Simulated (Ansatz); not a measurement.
Input for Ansatz (a quantum-chemistry and plane-wave program): U-PBE0/def2-TZVPP on WCl, 2S+1 = 2, a spin state set in the input, which need not be the lowest. Elements past Kr take the def2 small-core potentials; no spin–orbit coupling.

Ansatz 0.2 input:
```yaml
crystal:
  periodic: [false, false, false]
  atoms:
    - {symbol: W, position_ang: [0.00000000, 0.00000000, 0.00000000]}
    - {symbol: Cl, position_ang: [0.00000000, 0.00000000, 2.50800000]}
basis:
  gaussian:
    orbitals: def2-TZVPP
hamiltonian:
  xc: {name: PBE0}
magnetization: {spin_polarized: true, initial_magnetization: 1}
relax: {f_tol: 0.002, max_steps: 120}
```

It printed:

```
WARN ansatz: RAYON_NUM_THREADS=1 ignored (pool sized by the plan → 1); use --threads N
Functional definition: PBE0
integrals: 0.03 GiB planned
725 factors; their error is unknown
mean field: 0.35 GiB planned
mean field evaluation 1: about -14338.0452 eV, gradient 1.2e1 eV
mean field evaluation 2: about -14336.3312 eV, gradient 2.1e1 eV
mean field evaluation 4: about -14338.8118 eV, gradient 2.4e0 eV
mean field evaluation 8: about -14338.8190 eV, gradient 4.9e-1 eV
mean field evaluation 16: about -14340.4834 eV, gradient 1.5e0 eV
mean field evaluation 32: about -14338.8201 eV, gradient 6.7e-1 eV
mean field evaluation 64: about -14339.7191 eV, gradient 6.2e-1 eV
mean field evaluation 96: about -14340.2207 eV, gradient 7.7e0 eV
mean field evaluation 128: about -14340.7982 eV, gradient 2.2e-2 eV
mean field evaluation 160: about -14340.7287 eV, gradient 2.6e0 eV
mean field -14340.79822058 eV, -527.0146140641 hartree, gradient 1.6e-6 eV, S^2 2.609318; 20 other end points of the search recorded, 0 dependent functions left out
the calculation of the forces begins
reference -14340.79824447 eV, -527.0146149422 hartree; 16, 15 occupied and 82, 83 virtual orbitals, 725 factors
relax step   1: F+E_penalty+E_count = -14340.79822058 eV  Δ(F+E_penalty+E_count) = +0.000e0 eV  max|allowed force component| = 2.597e0 eV/Å  Δτ_max = 0.0000 Å  (832 SCF iters, accepted)
these checks for a lower state are left out or cut short: starts, cluster_reference, orbital_swaps, neighbouring_geometries, increment
integrals: 0.03 GiB planned
725 factors; their error is unknown
mean field: 0.35 GiB planned
mean field evaluation 192: about -14341.0764 eV, gradient 2.1e-5 eV
mean field -14341.12827688 eV, -527.0267434093 hartree, gradient 2.8e-6 eV, S^2 2.407628; 1 other end points of the search recorded, 0 dependent functions left out
the calculation of the forces begins
reference -14341.12830059 eV, -527.0267442807 hartree; 16, 15 occupied and 82, 83 virtual orbitals, 725 factors
relax step   2: F+E_penalty+E_count = -14341.12827688 eV  Δ(F+E_penalty+E_count) = -3.301e-1 eV  max|allowed force component| = 1.985e0 eV/Å  Δτ_max = 0.1900 Å  (256 SCF iters, accepted)
these checks for a lower state are left out or cut short: starts, cluster_reference, orbital_swaps, neighbouring_geometries, increment
integrals: 0.03 GiB planned
725 factors; their error is unknown
mean field: 0.35 GiB planned
mean field evaluation 224: about -14341.2149 eV, gradient 6.4e-4 eV
mean field -14341.21485205 eV, -527.0299249883 hartree, gradient 5.3e-6 eV, S^2 2.485998; 1 other end points of the search recorded, 0 dependent functions left out
the calculation of the forces begins
reference -14341.21487598 eV, -527.0299258678 hartree; 16, 15 occupied and 82, 83 virtual orbitals, 725 factors
relax step   3: F+E_penalty+E_count = -14341.21485205 eV  Δ(F+E_penalty+E_count) = -8.658e-2 eV  max|allowed force component| = 1.277e-1 eV/Å  Δτ_max = 0.0507 Å  (153 SCF iters, accepted)
these checks for a lower state are left out or cut short: starts, cluster_reference, orbital_swaps, neighbouring_geometries, increment
integrals: 0.03 GiB planned
725 factors; their error is unknown
mean field: 0.35 GiB planned
mean field evaluation 256: about -14341.2094 eV, gradient 2.6e-6 eV
mean field -14341.21532901 eV, -527.0299425163 hartree, gradient 7.2e-6 eV, S^2 2.481603; 1 other end points of the search recorded, 0 dependent functions left out
the calculation of the forces begins
reference -14341.21535292 eV, -527.0299433951 hartree; 16, 15 occupied and 82, 83 virtual orbitals, 725 factors
relax step   4: F+E_penalty+E_count = -14341.21532901 eV  Δ(F+E_penalty+E_count) = -4.770e-4 eV  max|allowed force component| = 1.379e-2 eV/Å  Δτ_max = 0.0034 Å  (142 SCF iters, accepted)
these checks for a lower state are left out or cut short: starts, cluster_reference, orbital_swaps, neighbouring_geometries, increment
integrals: 0.03 GiB planned
725 factors; their error is unknown
mean field: 0.35 GiB planned
mean field -14341.21533453 eV, -527.0299427191 hartree, gradient 6.8e-6 eV, S^2 2.481068; 1 other end points of the search recorded, 0 dependent functions left out
the calculation of the forces begins
reference -14341.21535844 eV, -527.0299435978 hartree; 16, 15 occupied and 82, 83 virtual orbitals, 725 factors
relax step   5: F+E_penalty+E_count = -14341.21533453 eV  Δ(F+E_penalty+E_count) = -5.519e-6 eV  max|allowed force component| = 9.624e-5 eV/Å  Δτ_max = 0.0004 Å  (145 SCF iters, accepted)
integrals: 0.03 GiB planned
725 factors; their error is unknown
mean field: 0.35 GiB planned
mean field evaluation 288: about -14339.7638 eV, gradient 2.3e-1 eV
mean field evaluation 320: about -14340.1293 eV, gradient 1.2e-1 eV
mean field evaluation 352: about -14341.2100 eV, gradient 2.8e-1 eV
mean field evaluation 384: about -14341.1536 eV, gradient 3.4e-1 eV
mean field -14341.21533453 eV, -527.0299427191 hartree, gradient 6.8e-6 eV, S^2 2.481068; 15 other end points of the search recorded, 0 dependent functions left out
the calculation of the forces begins
reference -14341.21535844 eV, -527.0299435978 hartree; 16, 15 occupied and 82, 83 virtual orbitals, 725 factors
Total energy: -14341.21535844 eV, -527.0299435978 hartree
Atom 0 at     0.000000    -0.000000     0.143038 Å, force     0.000002    -0.000003    -0.000096 eV/Å
Atom 1 at    -0.000000     0.000000     2.364962 Å, force    -0.000002     0.000003     0.000096 eV/Å
Dipole moment:     0.017821     0.015880    -0.449309 e Å
```

Self-consistency was reached. Its determinant has ⟨S²⟩ = 2.48, a mixture of spin states.

Cost: around 2.2 core-minutes (rough).
